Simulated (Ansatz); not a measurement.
Reaction (ligand exchange at a B–Br bond): `C=CBBr` + HI → `C=CBI` + HBr

Program: Ansatz. Geometries: PBE0-D4/def2-TZVP. ΔE: electronic, gas phase. CCSD(T)/CBS adds triple-zeta CCSD(T) − MP2 to the extrapolated MP2 energy (def2 sets, frozen cores). DFT in def2-TZVPP. def2 core potentials past Kr. For Br, I outer-core shells are correlated without core-valence functions, which leaves a few kJ/mol of doubt a bond. Scalar relativity is left out up to krypton. One conformer a species, not always the lowest.

Question: Is it downhill or uphill in electronic energy at CCSD(T)/CBS, and by how much? (An estimate is asked.)

Answer: The calculation gave: Uphill: ΔE = +3.0 kcal/mol.

Question: What do these levels give: r2SCAN0-D4, PBE, CAM-B3LYP, LC-ωPBE, MP2/def2-TZVPP, CCSD/CBS(def2)? (An estimate is asked.)

Answer: Ansatz gave: r2SCAN0-D4 3.5, PBE 3.2, CAM-B3LYP 4.5, LC-ωPBE 4.1, MP2/def2-TZVPP 2.6, CCSD/CBS(def2) 3.4 kcal/mol.

Question: What do rigid-rotor, harmonic-oscillator terms from PBE0-D4/def2-TZVP frequencies (298.15 K, 1 bar) make of the CCSD(T)/CBS value? (An estimate is asked.)

Answer: Computed: ΔZPE = +0.2 kcal/mol, ΔH = +3.2 kcal/mol, ΔS = 1 J/(mol·K), ΔG = +3.2 kcal/mol.

Largest T1 diagnostic among the species: 0.012.

In def2-TZVPP, CCSD(T) changes the Hartree–Fock value by −1.3 kcal/mol (the triples alone add −0.4 kcal/mol) and MP2 by −2.2 kcal/mol. At CCSD(T), def2-SVP lies +0.8 kcal/mol from the extrapolated value and def2-TZVPP +0.4 kcal/mol. Leaving LDA and LC-ωPBE aside and taking each functional with its dispersion term where it has one, the values, not all of them listed here, spread over 1.3 kcal/mol, from revPBE-D4 to CAM-B3LYP-D4.
